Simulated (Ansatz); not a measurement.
`B[SiH2]C[SiH3]` → B• + C• + 9 H• + 2 Si•  (atomization)

Isolated molecules relaxed with PBE0-D4/def2-TZVP in Ansatz; ΔE leaves out vibrations. CCSD(T)/CBS adds triple-zeta CCSD(T) − MP2 to the extrapolated MP2 energy (def2 sets, frozen cores). This one scheme is used for every species, atoms too. Functionals use def2-TZVPP. B3LYP here is the variant with VWN-RPA as its local correlation; programs differ in this. No spin–orbit coupling; open shells (•) take unrestricted orbitals. Spin–orbit coupling would lower the free atoms: a little for B, C, Si. One conformer a species, not always the lowest.

`B[SiH2]C[SiH3]`:

```xyz
13

B    -1.464   -2.292   -0.358
Si    0.048   -0.969   -0.375
C    -0.343    0.743    0.292
Si    1.126    1.899    0.357
H    -1.336   -3.344   -0.915
H    -2.497   -2.097    0.214
H     0.597   -0.845   -1.759
H     1.132   -1.584    0.455
H    -1.124    1.195   -0.329
H    -0.761    0.640    1.299
H     1.704    2.075   -1.003
H     2.179    1.339    1.246
H     0.739    3.240    0.877
```

```tsv
level	ΔE (eV)	difference from CCSD(T)/CBS
PBE-D4	43.33	-0.14
ωB97X-V	43.82	0.35
ωB97M-V	43.63	0.16
B2PLYP	43.02	-0.45
PBE0	43.05	-0.42
B3LYP	43.17	-0.30
HF/def2-TZVPP	33.93	-9.54
MP2/def2-TZVPP	42.39	-1.08
SCS-MP2/def2-TZVPP	42.77	-0.70
CCSD/def2-TZVPP	42.19	-1.28
CCSD(T)/def2-TZVPP	42.54	-0.93
HF/def2-QZVPP	33.99	-9.48
MP2/def2-QZVPP	42.95	-0.52
SCS-MP2/def2-QZVPP	43.40	-0.07
MP2/CBS(def2)	43.33	-0.14
CCSD/CBS(def2)	43.13	-0.34
CCSD(T)/CBS	43.47	0
```

Largest T1 diagnostic among the species: 0.014.

The D4 term adds +0.44 eV with B3LYP and +0.23 eV with PBE0; it sums over pairs of atoms, weighted by their polarisabilities, and B3LYP, whose exchange is more repulsive, gets the larger term. In def2-TZVPP, CCSD(T) changes the Hartree–Fock value by +8.60 eV (the triples alone add +0.35 eV) and MP2 by +8.46 eV; breaking electron pairs costs correlation energy, which Hartree–Fock lacks.

For atomizations the MP2-based limit and the directly extrapolated one differ by several kJ/mol either way, and by 10 to 25 for some Ge, Se and Sn compounds, so smaller differences from it don't rank the levels.
